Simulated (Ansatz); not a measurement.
Two structures of GeH$_{4}$F, doublet, reached by relaxing down either side of one saddle point (PBE0-D4/def2-TZVP). Energies are electronic, without zero-point energy. Ansatz 0.2.0; basis: def2-TZVPP and def2-QZVPP; cores frozen in the correlated methods; orbitals are unrestricted. Filled d shells of the heavier atoms are correlated. The def2 sets are not built for correlating such inner shells, so the correlated values are less sure here. Extrapolation: Hartree–Fock as exp(−7.88 √X), correlation as X^−2.97. First:

```tsv
atom	x (Å)	y (Å)	z (Å)
F1	-1.2100	-0.0750	-0.7069
Ge2	-0.1448	0.2508	0.6325
H3	1.0029	-1.1690	-2.8123
H4	-0.2879	1.7460	0.9401
H5	1.2658	-0.1183	0.1587
H6	-0.6260	-0.6345	1.7881
```

Second:

```xyz
6
angstrom
F -1.3493 -0.6212 -2.2641
Ge 0.4020 0.1850 0.6744
H -0.8842 -0.4083 -1.4871
H 0.1484 1.6787 0.9160
H 1.8761 -0.1293 0.3875
H -0.1930 -0.7049 1.7734
```

Q: Which bonds change from the first to the second?

A: GeH₃F ([F][GeH3]) + H → GeH₃ + HF; bonds formed: F1–H3; bonds broken: F1–Ge2.

Q: Give the saddle point's structure and its height above each. (To be estimated.)

A: By the calculation: 23.07 kcal/mol above the first and 36.46 kcal/mol above the second (CCSD(T) at an estimated basis limit (MP2 extrapolated from triple and quadruple zeta, plus CCSD(T) − MP2 in triple zeta)).
```json
{"atom": "F1", "x (Å)": "-1.3087", "y (Å)": "-0.1918", "z (Å)": "-1.0565"}
{"atom": "Ge2", "x (Å)": "0.1536", "y (Å)": "0.0830", "z (Å)": "0.2918"}
{"atom": "H3", "x (Å)": "0.0744", "y (Å)": "-0.4959", "z (Å)": "-1.3459"}
{"atom": "H4", "x (Å)": "-0.1357", "y (Å)": "1.5718", "z (Å)": "0.4724"}
{"atom": "H5", "x (Å)": "1.6965", "y (Å)": "-0.1344", "z (Å)": "0.3011"}
{"atom": "H6", "x (Å)": "-0.4800", "y (Å)": "-0.8328", "z (Å)": "1.3371"}
```

The T1 diagnostic stays at or below 0.016. ⟨S²⟩ of the unrestricted Hartree–Fock references: 0.75 to 0.77 (a pure state has 0.75).

Radical steps of this kind take place in plasma deposition and etching.

Labels in which every atom is bracketed show which atoms are joined, not bond orders.

For scale, one of the runs: CCSD(T)/def2-TZVPP, 135 basis functions, launched by `ansatz run in.yaml --threads 2 --pin off --events-out ev --progress --plain --max-ram 4352MiB`. Time: 72 s of wall clock on 2 CPU threads of an Arm Neoverse V1; the host was shared. Peak host memory: 1.7 GiB.
